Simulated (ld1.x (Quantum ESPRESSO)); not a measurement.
u(r) = r·R(r): atom against pseudo-atom (Cu (Z = 29))

Columns: radius, all-electron u(r) and pseudo u(r) of the 3d shell (level -5.32 eV) of copper in the configuration [Ar] 3d10 4s1 4p0; LDA (PZ), scalar-relativistic, PAW scheme, ld1.x (Quantum ESPRESSO) 7.5.

```
r (bohr)  all-electron  pseudo
   0.140        0.2066  0.0072
   0.280        0.6134  0.0532
   0.420        0.8757  0.1574
   0.560        0.9667  0.3097
   0.700        0.9521  0.4750
   0.840        0.8887  0.6102
   0.980        0.8084  0.6838
   1.120        0.7265  0.6890
   1.260        0.6494  0.6443
   1.400        0.5795  0.5795
   1.540        0.5171  0.5171
   1.680        0.4618  0.4618
   1.820        0.4131  0.4131
   1.960        0.3701  0.3701
   2.100        0.3322  0.3322
   2.240        0.2986  0.2986
   2.380        0.2688  0.2688
   2.520        0.2423  0.2423
   2.660        0.2187  0.2187
   2.800        0.1977  0.1977
   2.940        0.1788  0.1788
   3.080        0.1619  0.1619
   3.220        0.1467  0.1467
   3.360        0.1331  0.1331
   3.500        0.1207  0.1207
   3.640        0.1096  0.1096
```

Q: How many radial nodes do the two functions have?

A: The all-electron 3d function has n − l − 1 = 0; the pseudo-wave has 0.

Q: At about which radius was the pseudo-wave matched?

A: 1.50 bohr, where the columns begin to agree (steps of 0.14 bohr).

Q: Where does each function peak?

A: Outermost all-electron maximum near 0.56 bohr, pseudo maximum near 1.12 bohr (to the table’s step).

Q: Is the pseudo-wave norm-conserving?

A: No, it belongs to a PAW set: the norm inside the radius is not constrained, and the difference is carried by the augmentation charge.
